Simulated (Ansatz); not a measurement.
`[SiH3][NH][AlH][TeH]` + `F[SiH3]` → `F[SiH2][AlH][NH][SiH3]` + H₂Te  (formal exchange of groups at the Al–Te bond)

Isolated molecules relaxed with PBE0-D4/def2-TZVP in Ansatz; ΔE leaves out vibrations. CCSD(T)/CBS adds triple-zeta CCSD(T) − MP2 to the extrapolated MP2 energy (def2 sets, frozen cores). This one scheme is used for every species. DFT in def2-TZVPP. B3LYP here is the variant with VWN-RPA as its local correlation; programs differ in this. Elements past krypton have def2 core potentials. For Te outer-core shells are correlated without core-valence functions, which leaves a few kJ/mol of doubt a bond. Each species was taken in one conformer, which may not be the lowest.

| level | ΔE (kJ/mol) | difference from CCSD(T)/CBS |
| --- | --- | --- |
| PBE-D4 | 111.2 | -20.0 |
| B3LYP-D4 | 120.4 | -10.8 |
| ωB97X-V | 119.7 | -11.5 |
| B2PLYP | 127.6 | -3.6 |
| PBE | 110.7 | -20.5 |
| HF/def2-TZVPP | 135.3 | 4.1 |
| MP2/def2-TZVPP | 142.1 | 10.9 |
| SCS-MP2/def2-TZVPP | 136.4 | 5.2 |
| CCSD/def2-TZVPP | 125.7 | -5.5 |
| CCSD(T)/def2-TZVPP | 125.9 | -5.3 |
| HF/def2-QZVPP | 135.2 | 4.0 |
| MP2/def2-QZVPP | 145.1 | 13.9 |
| SCS-MP2/def2-QZVPP | 139.3 | 8.1 |
| HF/CBS(def2) | 135.2 | 4.0 |
| MP2/CBS(def2) | 147.5 | 16.3 |
| CCSD/CBS(def2) | 131.0 | -0.2 |
| CCSD(T)/CBS | 131.2 | 0 |

Largest T1 diagnostic among the species: 0.012.

From PBE to PBE0 (25 % exact exchange), in def2-TZVPP and without D4, ΔE moves by +7.6 kJ/mol.
